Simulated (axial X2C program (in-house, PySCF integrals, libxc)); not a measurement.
The numbers below are computed, except where a source is named.
# H₂⁻: input and output

Program: an in-house relativistic program for diatomic molecules.

Input file and command:
```json
{"zs": [1, 1], "q": -1, "bas": ["dyall-av3z", "dyall-av3z"], "levels": ["PBE0", "HF", "TPSSh"], "cc": true, "r0": 0.64, "thr": -2.0, "nmax": 90, "npts": 10, "nst": 2, "ntry": 6}
```
```bash
python so2c.py task.json out
```

Keys: zs atomic numbers; q charge; bas basis sets; levels methods; cc coupled cluster on or off; r0 starting distance in Å; thr threshold in hartree for freezing inner shells (an s shell follows its p shell); nmax most natural virtual spinors; npts points on the curve; nst determinants followed; ntry starts of the search. HF also brings MP2.

Output of the HF step, two-component, at R = 0.748 Å for the state Ω = 1/2. It starts from PBE0 orbitals of this distance.

```
two-component X2C + atomic mean field  HF
basis functions 52  fitting functions 254  grid points 4328
iter        total energy     max residual
   1         -1.093562488     1.35e-02
   2         -1.094200233     2.00e-03
   3         -1.094248185     4.60e-04
   4         -1.094249857     1.63e-04
   5         -1.094250211     5.03e-05
   6         -1.094250237     1.89e-05
   7         -1.094250240     2.93e-06
converged
one-electron -2.71895410  Coulomb 1.63031909  exact exchange -0.71307140  xc functional 0.00000000  nuclear repulsion 0.70745616  atomic mean-field constant 0.00000000
correlated 3  virtual 97  natural virtual 33  E(MP2) -0.032907545  MP2 remainder -0.001160085
iter   CCSD correlation   residual
   1     -0.037844881   5.34e-02
   2     -0.040234798   1.80e-02
   3     -0.040303242   2.45e-03
   4     -0.040299371   4.16e-04
   5     -0.040297933   1.11e-04
   6     -0.040298288   3.05e-05
   7     -0.040298279   5.10e-06
(T) -8.476459766e-05  T1 0.0109  D1 0.0165  max T2 0.059
```
Energies are in hartree; totals compare only within one Hamiltonian and basis. T1 in the output is the amplitude norm over the root of the electron number; divide by √2 for the Lee–Taylor value.
